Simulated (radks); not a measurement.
Values are calculated unless marked as measured or tabulated.
Task: Valence configurations of Re I (all share [Xe]). Level of theory: Dirac Kohn-Sham, PBE, spin-unpolarised, spherical densities, point nucleus; open shells are shared between the two j in proportion to 2j + 1 (a radial shooting solver on a logarithmic mesh with Libxc functionals). Order these by energy: 4f14 5d4 6p3; 4f13 5d5 6s2 6p1; 4f14 5d5 6s2; 4f14 5d5 6s1 6p1; 4f13 5d6 6s1 6p1; 4f13 5d6 6p2; 4f12 5d5 6s2 6p2; 4f13 5d4 6s2 6p2; 4f14 5d5 6p2; 4f14 5d5.5 6s1.5.

Result: From the lowest, in eV above it: 4f14 5d5 6s2 0.000; 4f14 5d5.5 6s1.5 0.379; 4f14 5d5 6s1 6p1 4.742; 4f14 5d5 6p2 9.779; 4f14 5d4 6p3 16.140; 4f13 5d6 6s1 6p1 45.851; 4f13 5d5 6s2 6p1 47.157; 4f13 5d6 6p2 51.045; 4f13 5d4 6s2 6p2 55.602; 4f12 5d5 6s2 6p2 107.82. NIST lists [Xe] 4f14 5d5 6s2 as the ground configuration; this level of theory agrees among the configurations tried. The energies are those of spherical spin-averaged densities, not of single terms.
